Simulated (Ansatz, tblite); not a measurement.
Adding an electron: Ag3O⁺ (the lowest singlet isomer of a short search). Total charge 1; singlet. Geometry: B3LYP-D4/def2-SVP. Ansatz, gas phase; energy differences of separate SCF runs; the reduced species was run as a doublet alone.

Cartesian coordinates in Å:
```
Ag 0.171 -1.468 -1.448
Ag -0.162 -0.529 1.994
Ag -0.082 1.993 -0.552
O 0.073 0.004 0.006
```

In the def2 sets Ag takes a core potential; there is no spin–orbit coupling. The xTB rows come from tblite. The structure comes from a short search, and lower isomers may exist.

```json
{"level": "GFN1-xTB", "−HOMO (eV)": "15.80", "−LUMO (eV)": "13.64", "vertical EA (eV)": "10.42", "HOMO–LUMO gap (eV)": "2.16"}
{"level": "GFN2-xTB", "−HOMO (eV)": "14.68", "−LUMO (eV)": "11.99", "vertical EA (eV)": "9.60", "HOMO–LUMO gap (eV)": "2.68"}
{"level": "PBE-D4/def2-TZVP", "−HOMO (eV)": "9.64", "−LUMO (eV)": "8.31", "vertical EA (eV)": "6.21", "HOMO–LUMO gap (eV)": "1.33"}
{"level": "r2SCAN-D4/def2-TZVP", "−HOMO (eV)": "9.70", "−LUMO (eV)": "7.93", "vertical EA (eV)": "5.98", "HOMO–LUMO gap (eV)": "1.76"}
{"level": "PBE0-D4/def2-TZVP", "−HOMO (eV)": "10.76", "−LUMO (eV)": "7.13", "vertical EA (eV)": "5.67", "HOMO–LUMO gap (eV)": "3.63"}
```

 Raw xTB energy differences between charge states are shifted by several eV; the methods need an empirical correction for them.
